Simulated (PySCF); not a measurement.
**Radial density of S⁺ (sulfur, charge +1)**

UHF, [Ne] 3s2 3p3, high-spin 4S determinant. Computed with PySCF 2.14 in cc-pVTZ-DK (5s4p2d1f, 34 functions), with the spin-free X2C one-electron Hamiltonian (Gaussian nucleus).

| r (bohr) | 4πr²ρ (e/bohr) | 4πr²(ρα − ρβ) |
| --- | --- | --- |
| 0.00210 | 0.1637 | 0.0000 |
| 0.00352 | 0.4234 | 0.0000 |
| 0.00593 | 1.070 | 0.0001 |
| 0.00997 | 2.583 | 0.0002 |
| 0.0168 | 5.747 | 0.0006 |
| 0.0282 | 11.12 | 0.0023 |
| 0.0474 | 16.96 | 0.0105 |
| 0.0798 | 17.78 | 0.0478 |
| 0.134 | 12.78 | 0.1695 |
| 0.226 | 14.15 | 0.3526 |
| 0.380 | 17.38 | 0.2443 |
| 0.639 | 7.460 | 0.0192 |
| 1.07 | 2.896 | 1.1613 |
| 1.81 | 2.835 | 1.7065 |
| 3.04 | 0.5270 | 0.3791 |
| 5.11 | 0.01361 | 0.0117 |

Densities and radii are taken from the X2C orbitals without a picture-change correction, which distorts them close to the nucleus.
